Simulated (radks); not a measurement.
The numbers below are computed, except where a source is named.
The terbium ion Tb23+, configuration [Kr] 4d6. Level of theory: scalar-relativistic Kohn-Sham, r2SCAN, spin-polarised, spherical densities, finite nucleus; open shells are filled with parallel spins first (spin-orbit coupling, left out, can overturn this in heavy ions); meta-GGA in the generalised Kohn-Sham scheme; Fermi nuclear charge, rms radius 5.06 fm (a radial shooting solver on a logarithmic mesh with Libxc functionals).

Unscreened Slater integrals over Kohn-Sham orbitals (eV). They are taken over the spin-up orbitals. Empty in this configuration: 5s.

integral    value
F0(4d,4d)  45.078
F2(4d,4d)  23.176
F4(4d,4d)  15.752
F0(4d,4p)  45.572
F2(4d,4p)  23.599
G1(4d,4p)  29.652
G3(4d,4p)  18.897
F0(4d,4s)  46.340
G2(4d,4s)  23.379
F0(4d,5s)  31.089
G2(4d,5s)  3.6128
F0(4p,4p)  46.172
F2(4p,4p)  24.295
F0(4p,4s)  46.960
G1(4p,4s)  31.984
F0(4p,5s)  31.249
G1(4p,5s)  3.1080
F0(4s,4s)  47.816
F0(4s,5s)  31.470
G0(4s,5s)  2.2651
F0(5s,5s)  26.130

Derived for the open shells (J is the average intra-shell exchange parameter used in DFT+U). 4d: Racah B = F2/49 - 5 F4/441 = 0.2944 eV, C = 35 F4/441 = 1.250 eV, C/B = 4.25, F4/F2 = 0.680, J = (F2 + F4)/14 = 2.781 eV.
